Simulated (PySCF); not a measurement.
All values below come from PBE-D3(BJ)/def2-TZVP // M06-2X/def2-TZVP (PySCF 2.14.0). Isolated molecules, 0 K electronic values unless said otherwise. One relaxed conformer stands for a flexible species; it need not be the lowest. Excitations are Tamm–Dancoff values on a coarser integration grid. The basis has no diffuse functions, so Rydberg states are missing or too high.

Reference species (SMILES): `BOC(C)=O` (B–O–C–O torsion 24°) (neutral, multiplicity 1).

```json
{
  "HOMO": "-6.74 eV",
  "S1–T1 gap (TDA)": "0.27 eV",
  "S1 excitation (TDA)": "4.51 eV",
  "T1 excitation (TDA)": "4.24 eV"
}
```

Changed species: `BC(F)F` (X = difluoromethyl; the reference has X = acetoxy).

Problem. What does the change do to the HOMO, S1–T1 gap (TDA), S1 excitation (TDA) and T1 excitation (TDA)?

Solution. the HOMO falls by 0.63 eV, to -7.37 eV; the S1–T1 gap (TDA) goes up by 0.28 eV, to 0.55 eV; the S1 excitation (TDA) falls by 0.42 eV, to 4.09 eV; the T1 excitation (TDA) falls by 0.70 eV, to 3.54 eV.
